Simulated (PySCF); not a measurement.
A side-by-side comparison of computed properties.

First species: C₆H₆NP.
Atom-mapped SMILES: `[CH:1]#[C:2][c:3]1[cH:4][n:5]([CH3:6])[cH:7][p:8]1` (hydrogens: H9 on C1; H10 on C4; H11, H12, H13 on C6; H14 on C7)

Second species: C2H6O2SSi.
Z-matrix (Å and degrees, GFN2-xTB geometry), rows numbered from 1:
```
C 
O   1  1.4158
C   2  1.3245  1  117.78
S   3  1.6312  2  124.49  1     0.39
O   3  1.3044  2  112.21  1  -179.67
Si  5  1.6644  3  125.56  2  -178.77
H   1  1.0870  2  105.83  3  -178.51
H   1  1.0924  2  110.63  3   -58.67
H   1  1.0925  2  110.55  3    61.75
H   6  1.4573  5  108.62  3    62.39
H   6  1.4530  5   96.10  3  -178.82
H   6  1.4573  5  109.06  3   -59.78
```

Levels: B3LYP/def2-SVPD for dipole moment, HOMO energy, LUMO energy, HOMO–LUMO gap, static isotropic polarisability and electronic spatial extent ⟨r²⟩ about the centre of nuclear charge; TDDFT B3LYP/def2-SVPD for lowest singlet excitation; TDA B3LYP/def2-SVPD for lowest triplet excitation (Tamm–Dancoff); GFN2-xTB for rotational constant A and rotational constant C. Geometries: GFN2-xTB. Each species is one conformer at its optimised geometry, gas phase, non-relativistic unless stated; the electronic structure was computed with PySCF and density fitting.

Dipoles, sizes and rotational constants follow the conformer. The torsions of the flexible species, by atom-mapped SMILES:
- `[CH3:1][O:2][C:3](=[S:4])[O:5][SiH3:6]`: C1–O2–C3–S4 0°, O2–C3–O5–Si6 -179°

Values for the first species:

| Item | Value |
| --- | --- |
| Dipole moment | 4.33 D |
| HOMO energy | -6.26 eV |
| LUMO energy | -0.70 eV |
| HOMO–LUMO gap | 5.56 eV |
| Lowest singlet excitation | 4.87 eV |
| Lowest triplet excitation (Tamm–Dancoff) | 3.59 eV |
| Static isotropic polarisability | 104.8 au |
| Electronic spatial extent ⟨r²⟩ about the centre of nuclear charge | 1182 bohr² |
| Rotational constant A | 3.542 GHz |
| Rotational constant C | 0.952 GHz |

Task: Estimate the same properties for the second species, and the change in each.

Result: 
| property | first | second | second less first |
| --- | --- | --- | --- |
| dipole moment | 4.33 D | 0.93 D | -3.40 D |
| HOMO energy | -6.26 eV | -6.64 eV | -0.38 eV |
| LUMO energy | -0.70 eV | -1.13 eV | -0.43 eV |
| HOMO–LUMO gap | 5.56 eV | 5.51 eV | -0.05 eV |
| lowest singlet excitation | 4.87 eV | 4.09 eV | -0.78 eV |
| lowest triplet excitation (Tamm–Dancoff) | 3.59 eV | 3.80 eV | +0.21 eV |
| static isotropic polarisability | 104.8 au | 80.4 au | -24.4 au |
| electronic spatial extent ⟨r²⟩ about the centre of nuclear charge | 1182 bohr² | 994 bohr² | -188 bohr² |
| rotational constant A | 3.542 GHz | 4.786 GHz | +1.244 GHz |
| rotational constant C | 0.952 GHz | 1.168 GHz | +0.216 GHz |

On the first: The vertical singlet–triplet gap S1 − T1 is 1.28 eV (TDDFT singlet less Tamm–Dancoff triplet; S1: HOMO−1→LUMO, weight 0.50, beside HOMO→LUMO+1, weight 0.36; T1: HOMO→LUMO, weight 0.46, beside HOMO−1→LUMO, weight 0.27). S1 lies 0.69 eV below the HOMO–LUMO gap; its leading configuration is HOMO−1→LUMO, weight 0.50, beside HOMO→LUMO+1, weight 0.36.

On the second: The principal polarisabilities are 61.9, 81.1 and 98.2 au; their mean is the isotropic value. The dipole matches unit charges of opposite sign 0.19 Å apart (1 e·Å = 4.8032 D).
